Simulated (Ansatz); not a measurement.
Start from `CB([SiH3])CCl` and change one atom or group to get `C=CB(C)[SiH3]`.

Ansatz, PBE0-D4/def2-TZVP geometries, multiplicity 1. Each molecule was computed in one conformer, which needn't be the lowest.

```tsv
property	`CB([SiH3])CCl`
size of the dipole moment (PBE/def2-TZVPP) / D	1.87
HOMO–LUMO gap (ωB97M-V/def2-TZVPP) / eV	10.82
LUMO energy (PBE0/def2-TZVPP) / eV	-1.13
LUMO energy (B3LYP/def2-TZVPP) / eV	-1.32
LUMO energy (ωB97M-V/def2-TZVPP) / eV	0.81
LUMO energy (PBE/def2-TZVPP) / eV	-2.10
```

What does the change do to each property? (An estimate is asked.)

Ansatz gave: 
| property | `C=CB(C)[SiH3]` | shift |
| --- | --- | --- |
| size of the dipole moment (PBE/def2-TZVPP) / D | 1.78 | -0.09 |
| HOMO–LUMO gap (ωB97M-V/def2-TZVPP) / eV | 9.66 | -1.16 |
| LUMO energy (PBE0/def2-TZVPP) / eV | -2.07 | -0.94 |
| LUMO energy (B3LYP/def2-TZVPP) / eV | -2.24 | -0.92 |
| LUMO energy (ωB97M-V/def2-TZVPP) / eV | -0.08 | -0.89 |
| LUMO energy (PBE/def2-TZVPP) / eV | -3.00 | -0.90 |

With PBE0 the HOMO rises by 0.25 eV and the LUMO falls by 0.94 eV, so the gap narrows by about 1.19 eV. PBE moves the HOMO by 0.19 eV and ωB97M-V by 0.26 eV. Dipoles are sizes alone; their direction can turn.

B3LYP here is the variant with VWN-RPA as its local correlation; programs differ in this.
